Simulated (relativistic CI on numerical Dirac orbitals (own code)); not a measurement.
Ti⁺ in a cubic cluster: 2p photoemission with charge transfer

Computed with a charge-transfer multiplet model of a cubic metal-ligand cluster with up to one ligand hole, Slater and spin-orbit integrals from Dirac-Coulomb-Breit ions, Slater integrals scaled by 0.8. The ground state mixes d3 with configurations of k ligand holes L, whose averages lie at kΔ + k(k − 1)U_dd/2; a core hole lowers each added d electron by U_cd. 300 K, Lorentzian 0.6 eV and Gaussian 0.8 eV FWHM.

Atomic integrals in eV (Slater integrals scaled, ζ unscaled), ground: F2dd 5.409, F4dd 3.320, zeta_d 0.009; with the core hole: F2dd 7.324, F4dd 4.560, zeta_d 0.022, zeta_core 3.746, F2cd 3.920, G1cd 2.783, G3cd 1.577.

Cluster parameters (eV): U_dd = 4.5, U_cd = 5.6, 10Dq = 1.25, 10Dq(ligand) = 0.9, V(eg) = 1.3, V(t2g) = -0.65, final-state hopping factor = 0.9.

```tsv
Case	n_d	d3	d4L	S
Δ = 7.4 eV	3.10	0.90	0.10	1.50
Δ = 10.4 eV	3.06	0.94	0.06	1.50
Δ = 11.4 eV	3.05	0.95	0.05	1.50
```

Weights, n_d and S are thermal averages at 300 K. Binding energies count from the first peak over 30 % of the highest in each spectrum, which can be another peak from case to case. The parameters are a model scan and need not match a compound or its usual spin state. Peaks in eV (height, largest 100):
- Δ = 7.4 eV: 0.0 (100), 3.5 (18), 6.4 (57)
- Δ = 10.4 eV: 0.0 (100), 3.5 (12), 6.4 (56)
- Δ = 11.4 eV: 0.0 (100), 6.3 (56)

For the case Δ = 10.4 eV, Δ = 10.4 eV is larger than U_dd = 4.5 eV, the Mott-Hubbard side of the Zaanen-Sawatzky-Allen scheme. With the core hole the configuration with one ligand hole lies at Δ − U_cd = 1.8, 4.8, 5.8 eV from the one without, in the order of the table; where this is negative the screened configuration lies lower, though the effective hopping of about 2.5 eV (from the holes of the mixed ground state) mixes the two strongly wherever it is as large as the gap.

With at most 1 ligand hole the space is cut while the next configuration still counts, so covalency is underestimated, and a final configuration with one more ligand hole, which can lie low, is missing from the spectra.
